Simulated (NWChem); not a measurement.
Correlation energy of germanium monoxide (GeO)

```
Ge
O 1 1.6486
```
Charge 0, spin multiplicity 1.

All runs are NWChem calculations. All single points use one geometry, from PBE/def2-SVP, a minimum by its harmonic frequencies.

Basis set: def2-SVP. Each correlation energy counts from its own Hartree-Fock reference.

The Hamiltonian is non-relativistic. The correlated methods keep 10 core orbitals frozen. Coupled-cluster values serve here as a point of comparison, not as the truth.

**Question.** For the correlation energy, MP2 gives -416.8 mHa and SCS-MP2 gives -391.3 mHa. What do CR-CCSD[T], CR-CCSD(T), CCSD give?

**Answer.** CR-CCSD[T]: -422.1 mHa; CR-CCSD(T): -418.0 mHa; CCSD: -403.8 mHa.
